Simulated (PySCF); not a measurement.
GeH3, SMILES [GeH3], multiplicity 2. Atoms are numbered in the order given.

```xyz
4

Ge     0.0000     0.0000     0.0407
H     -1.2656    -0.7307    -0.4342
H      0.0000     1.4614    -0.4342
H      1.2656    -0.7307    -0.4342
```
Charge 0, spin multiplicity 2.

Geometry optimised at ωB97X-D3(BJ)/def2-TZVPD. The isomer is the one that the SMILES or the coordinates give; other isomers of the formula were not compared.

These are TDA-CAM-B3LYP/def2-TZVPD in PySCF values and carry that method's errors.

Vertical excitations; the highest root listed may be one member of a degenerate set. Gas-phase values at a fixed geometry.

```
state    energy (eV)  λ (nm)      f                                       main pairs
-------  -----------  ------  -----  -----------------------------------------------
root 1          4.89     254  0.004                     β HOMO→LUMO (degenerate set)
root 2          4.89     254  0.004                   β HOMO−1→LUMO (degenerate set)
root 3          5.07     245  0.033                                 α HOMO→LUMO 95 %
root 4          5.67     219  0.038                   α HOMO→LUMO+1 (degenerate set)
root 5          5.67     219  0.038                   α HOMO→LUMO+2 (degenerate set)
root 6          6.57     189  0.205                               α HOMO→LUMO+3 94 %
root 7          7.22     172  0.067                   α HOMO→LUMO+4 (degenerate set)
root 8          7.22     172  0.067                   α HOMO→LUMO+5 (degenerate set)
root 9          7.97     156  0.006    α HOMO→LUMO+7, β HOMO→LUMO+1 (degenerate set)
root 10         7.97     156  0.006  α HOMO→LUMO+6, β HOMO−1→LUMO+1 (degenerate set)
```
Unrestricted roots are not spin-pure.
